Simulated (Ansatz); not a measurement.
Molecule: ScI₂ (charge +1, singlet). The spin state was set by rule; other spins were not relaxed. 
Coordinates optimised at B3LYP-D3(BJ)/def2-TZVP (Ansatz, a program for electronic structure):
```xyz
3

Sc    -0.7931    -0.5756    -0.6035
I     -0.0148     1.7777    -1.2410
I      0.3291    -1.5497     1.4802
```
Charge +1, spin multiplicity 1.

Parts of the frozen-core correlation energy in def2-SVP (Ansatz, hartree). Frozen orbitals: 27; correlated occupied orbitals by spin: 8 and 8; virtual: 48 and 48. Spin-orbit coupling is left out. Past Kr the def2 sets carry scalar-relativistic core potentials.

```json
[
 {"term": "reference (HF)", "value": "-1352.85510"},
 {"term": "MP2 opposite-spin", "value": "(withheld)"},
 {"term": "MP2 same-spin", "value": "(withheld)"},
 {"term": "CCSD correlation", "value": "-0.26354"},
 {"term": "(T)", "value": "(withheld)"},
 {"term": "T1 diagnostic", "value": "0.032"},
 {"term": "largest doubles amplitude", "value": "0.045"}
]
```

Fill in the missing entries.


- MP2 opposite-spin, value: -0.17810
- MP2 same-spin, value: -0.07251
- (T), value: -0.01816
